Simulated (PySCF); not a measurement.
# Ionising LiSb

UHF-MP2; Li aug-cc-pVDZ, Sb aug-cc-pVDZ-PP with ECP28; scalar-relativistic core potentials (PySCF 2.14). Neutral (UHF): triplet (π ↑↑), Re = 2.647 Å, ωe = 384 cm⁻¹, De = 1.20 eV.

LiSb⁺ (UHF): quartet (σ ↑, π ↑↑), Re = 2.972 Å, ωe = 216 cm⁻¹, De = 0.49 eV to Li⁺ + Sb. The energies at the minima are -246.81842 hartree for LiSb and -246.59575 for LiSb⁺.

Problem. Work out the adiabatic ionisation energy, without and with harmonic zero-point energies (1 hartree = 27.2114 eV, 1 eV = 8065.5 cm⁻¹), and the change of the bond length.

Solution. At UHF-MP2: 0.22267 hartree = 6.059 eV between the minima; the zero-point term (216.0 − 384.0)/2 cm⁻¹ = -0.010 eV makes it 6.049 eV. Re changes by +32.5 pm against the neutral. The electron leaves a σ orbital, and the ion is left as a loose complex of an ion and an atom.

Correlated steps freeze 4 core orbitals. Weak bonds: LiSb⁺. Basis-set superposition, not corrected here, can be much of De in a small basis, most of all at correlated wavefunction levels. Spin–orbit coupling is left out, which matters for elements this heavy, above all for dissociation energies. For an ion De counts to the pair picked by the measured ionisation energies or electron affinities, which need not be the lowest pair at this level. States were picked by a PBE0 search and need not be the measured ground states.
